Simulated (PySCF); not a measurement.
**Electron correlation in In⁺ (indium, charge +1)**

[Kr] 4d10 5s2, closed-shell 1S. Calculation: PySCF 2.14, in cc-pVTZ-PP with ECP28MDF (5s4p3d1f, 39 functions); a scalar-relativistic core potential. Frozen: 4s2 4p6 4d10; 2 electrons correlated.

Total MP2 correlation energy: -23.26 mhartree.

Same-spin part 0.00 and opposite-spin part -23.26 mhartree; SCS-MP2 scales them by 1/3 and 6/5 to -27.91 mhartree.

With two correlated electrons CCSD is exact within the correlated space (frozen core and kept virtual orbitals).

| level | correlation energy (mhartree) |
| --- | --- |
| CCSD | -32.69 |

Diagnostics: T1 = 0.0062, D1 = 0.0088, largest double amplitude 0.096.

Is a single reference adequate?

Mostly. T1 lies below 0.03, but a double amplitude of this size points to a near-degeneracy that CCSD handles and MP2 describes poorly.
